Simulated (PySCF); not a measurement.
# Electron correlation in N (nitrogen, neutral)

[He] 2s2 2p3, high-spin 4S determinant. All numbers are calculated (PySCF 2.14, the spin-free X2C one-electron Hamiltonian (Gaussian nucleus), in dyall-acv3z (15s9p4d2f, 76 functions)). Frozen: 1s2; 5 electrons correlated; the 19 highest virtual orbitals of each spin left out.

| level | correlation energy (mhartree) |
| --- | --- |
| CCSD | -115.58 |
| (T) | -2.66 |
| CCSD(T) | -118.24 |

Diagnostics: T1 = 0.0072, D1 = 0.0147, largest double amplitude 0.028.

Cost of the coupled-cluster step: of the order of 4 core-seconds, for 5 correlated electrons.
